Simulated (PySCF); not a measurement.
Isomers of C5H10ClNSi2, one GFN2-xTB conformer each. Single-point energies are computed at PBE0/pcSseg-1 (PySCF, gas phase, no added dispersion term), electronic only.

```csv
SMILES,GFN2-xTB relative energy (kcal/mol)
N#C[C@@H]1[C@H](Cl)C[C@@H]1[SiH2][SiH3],12.8
N#C[C@@H]1[C@@H](Cl)C[C@H]1[SiH2][SiH3],11.0
Cl/C1=C/[SiH2]/C=C\CN[SiH2]1,0.0
C=C(C#N)[SiH2][Si](C)(C)Cl,2.8
C=C[SiH2][Si@H](CCl)CC#N,38.1
```

Conformers: `[N:1]#[C:2][C@@H:3]1[C@H:4]([Cl:5])[CH2:6][C@@H:7]1[SiH2:8][SiH3:9]` with C6–C7–Si8–Si9 -168°, C2–C3–C4–Cl5 18°, C3–C4–C6–C7 -14°, C4–C6–C7–Si8 135°, C2–C3–C7–C6 102°; `[N:1]#[C:2][C@@H:3]1[C@@H:4]([Cl:5])[CH2:6][C@H:7]1[SiH2:8][SiH3:9]` with C6–C7–Si8–Si9 169°, C2–C3–C4–Cl5 109°, C3–C4–C6–C7 13°, C4–C6–C7–Si8 -132°, C2–C3–C7–C6 131°; `[Cl:1]/[C:2]1=[CH:3]/[SiH2:4]/[CH:5]=[CH:6]\[CH2:7][NH:8][SiH2:9]1` with C2–C3–Si4–C5 71°, C3–Si4–C5–C6 -68°, C5–C6–C7–N8 -6°, C6–C7–N8–Si9 97°; `[CH2:1]=[C:2]([C:3]#[N:4])[SiH2:5][Si:6]([CH3:7])([CH3:8])[Cl:9]` with C1–C2–Si5–Si6 -110°, C2–Si5–Si6–C7 88°; `[CH2:1]=[CH:2][SiH2:3][Si@H:4]([CH2:5][Cl:6])[CH2:7][C:8]#[N:9]` with C1–C2–Si3–Si4 -114°, C2–Si3–Si4–C5 -99°, Si3–Si4–C5–Cl6 55°, Si3–Si4–C7–C8 -58°.

What does PBE0/pcSseg-1 give for the same structures?

```json
{"SMILES": "C=C(C#N)[SiH2][Si](C)(C)Cl", "PBE0/pcSseg-1 E (Eh)": "-1289.75891", "PBE0/pcSseg-1 (kcal/mol)": "0.0", "GFN2-xTB (kcal/mol)": "2.8", "point group": "C1"}
{"SMILES": "Cl/C1=C/[SiH2]/C=C\\CN[SiH2]1", "PBE0/pcSseg-1 E (Eh)": "-1289.70413", "PBE0/pcSseg-1 (kcal/mol)": "34.4", "GFN2-xTB (kcal/mol)": "0.0", "point group": "C1"}
{"SMILES": "C=C[SiH2][Si@H](CCl)CC#N", "PBE0/pcSseg-1 E (Eh)": "-1289.68570", "PBE0/pcSseg-1 (kcal/mol)": "45.9", "GFN2-xTB (kcal/mol)": "38.1", "point group": "C1"}
{"SMILES": "N#C[C@@H]1[C@@H](Cl)C[C@H]1[SiH2][SiH3]", "PBE0/pcSseg-1 E (Eh)": "-1289.67076", "PBE0/pcSseg-1 (kcal/mol)": "55.3", "GFN2-xTB (kcal/mol)": "11.0", "point group": "C1"}
{"SMILES": "N#C[C@@H]1[C@H](Cl)C[C@@H]1[SiH2][SiH3]", "PBE0/pcSseg-1 E (Eh)": "-1289.66660", "PBE0/pcSseg-1 (kcal/mol)": "57.9", "GFN2-xTB (kcal/mol)": "12.8", "point group": "C1"}
```

GFN2-xTB puts Cl/C1=C/[SiH2]/C=C\CN[SiH2]1 lowest instead; measured from each level's own lowest isomer, the values differ by up to 45.1 kcal/mol (N#C[C@@H]1[C@H](Cl)C[C@@H]1[SiH2][SiH3]: 12.8 against 57.9). As drawn, the lowest has a C=C bond outside aromatic rings, which the highest lacks; the highest has a four-membered ring, which the lowest lacks. N#C[C@@H]1[C@@H](Cl)C[C@H]1[SiH2][SiH3] and N#C[C@@H]1[C@H](Cl)C[C@@H]1[SiH2][SiH3] are stereoisomers, 2.6 kcal/mol apart in the conformers taken.

Which frontier levels, dipoles and rotational constants go with these structures?

```
                                 SMILES  HOMO (eV, PBE0/pcSseg-1)  LUMO (eV)  dipole (D)        A, B, C (MHz)
             C=C(C#N)[SiH2][Si](C)(C)Cl                     -8.02      -1.87        4.21   1505, 564.9, 526.3
           Cl/C1=C/[SiH2]/C=C\CN[SiH2]1                     -7.18      -1.11        2.61   1484, 720.0, 555.7
               C=C[SiH2][Si@H](CCl)CC#N                     -7.95      -0.70        2.93  922.3, 712.2, 434.7
N#C[C@@H]1[C@@H](Cl)C[C@H]1[SiH2][SiH3]                     -8.40      -0.57        3.58   1441, 552.4, 451.6
N#C[C@@H]1[C@H](Cl)C[C@@H]1[SiH2][SiH3]                     -8.34      -0.38        4.74   2000, 551.7, 481.8
```
